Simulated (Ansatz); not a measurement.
Breaking the Si1–Cl3 bond in ClHSi (SMILES [SiH]Cl) (multiplicity 1 held, fragments rigid). Energies count from the point at 2.094 Å.
Geometry at that point (charge 0, multiplicity 1):
```xyz
3

Si     0.78708    -0.22621     0.74860
H      1.83075    -0.49356    -0.33253
Cl    -0.75587     0.21533    -0.59693
```

Restricted levels (R-, RO-) in cc, def2 and unpolarised 6-31G sets keep to the state of the molecule at rest. U- levels take the lowest unrestricted solution at each point, which mixes spins at long bonds. Active spaces are followed from a long bond inwards. Levels need not reach the same state.

Frozen-core correlation.

Programs: Ansatz (Gaussian basis) for Hartree–Fock, density functionals and correlated methods. Values without a source in brackets are computed.

Energies in eV.

| R (Å) | R-HF/cc-pV(D+d)Z | U-HF/cc-pV(D+d)Z | U-CCSD/cc-pV(D+d)Z | U-CCSD(T)/cc-pV(D+d)Z | SC-NEVPT2 on CASSCF(6,4)/cc-pV(D+d)Z | FIC-MRCISD+Q on CASSCF(6,4)/cc-pV(D+d)Z |
|---|---|---|---|---|---|---|
| 1.675 | 2.88 | 2.89 | 2.89 | 2.90 | 2.84 | 2.90 |
| 1.885 | 0.51 | 0.51 | 0.51 | 0.52 | 0.48 | 0.52 |
| 2.094 | 0.00 | 0.00 | 0.00 | 0.00 | 0.00 | 0.00 |
| 2.304 | 0.25 | 0.25 | 0.26 | 0.25 | 0.18 | 0.25 |
| 2.513 | 0.78 | 0.79 | 0.80 | 0.78 | 0.70 | 0.77 |
| 2.827 | 1.69 | 1.71 | 1.71 | 1.68 | 1.60 | 1.65 |
| 3.141 | 2.54 | 2.50 | 2.56 | 2.53 | 2.40 | 2.44 |
| 3.665 | 3.68 | 2.97 | 3.52 | 3.56 | 3.38 | 3.36 |
| 4.189 | 4.53 | 3.08 | 3.82 | 3.91 | 3.86 | 3.79 |
| 4.817 | 5.24 | 3.12 | 3.90 | 3.99 | 4.03 | 3.93 |
| 5.655 | 5.83 | 3.13 | 3.92 | 4.01 | 4.12 | 3.96 |
| 6.702 | 6.24 | 3.13 | 3.92 | 4.02 | 4.13 | 3.97 |

Doubts at one or more of the structures used: a restricted determinant that unrestricted orbitals would lower (R-HF/cc-pV(D+d)Z); a spin-contaminated determinant (U-HF/cc-pV(D+d)Z, U-CCSD/cc-pV(D+d)Z, U-CCSD(T)/cc-pV(D+d)Z); T1 above 0.05 (U-CCSD/cc-pV(D+d)Z, U-CCSD(T)/cc-pV(D+d)Z); active orbitals that take no part (SC-NEVPT2 on CASSCF(6,4)/cc-pV(D+d)Z, FIC-MRCISD+Q on CASSCF(6,4)/cc-pV(D+d)Z).

Ansatz is a quantum-chemistry and plane-wave program.
